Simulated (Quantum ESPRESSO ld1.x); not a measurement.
Results of a calculation; reference values are marked as such.
Problem. Sr II, configuration [Kr] 5s1. Code: ld1.x of Quantum ESPRESSO 7.5. Model: non-relativistic Kohn-Sham, LDA (Slater exchange, Perdew-Wang correlation), spin-polarised, spherical densities, point nucleus; open shells are filled with parallel spins first; relativity is left out, which matters for an element this heavy. Some entries of the table are withheld. Estimate them.

| orbital | occ. | eigenvalue (eV) | r(max) (bohr) |
|---|---|---|---|
| 1s up | 1 | -15595.0 | 0.02659 |
| 1s down | 1 | -15595.0 | 0.02659 |
| 2s up | 1 | -2087.82 | 0.1495 |
| 2s down | 1 | -2087.80 | 0.1495 |
| 2p up | 3 | -1904.25 | 0.1178 |
| 2p down | 3 | -1904.24 | 0.1178 |
| 3s up | 1 | -326.679 | 0.4467 |
| 3s down | 1 | -326.659 | 0.4467 |
| 3p up | 3 | -259.475 | 0.4354 |
| 3p down | 3 | -259.454 | 0.4354 |
| 3d up | 5 | -137.340 | (1) |
| 3d down | 5 | -137.318 | (2) |
| 4s up | 1 | -45.9131 | 1.212 |
| 4s down | 1 | -45.8349 | 1.212 |
| 4p up | 3 | -29.2687 | (3) |
| 4p down | 3 | -29.1502 | (4) |
| 5s up | 1 | -8.7334 | 3.449 |
| 5s down | 0 | -7.9567 | 3.431 |

Solution. 
(1) 3d up r(max) (bohr): 0.3753
(2) 3d down r(max) (bohr): 0.3753
(3) 4p up r(max) (bohr): 1.331
(4) 4p down r(max) (bohr): 1.330
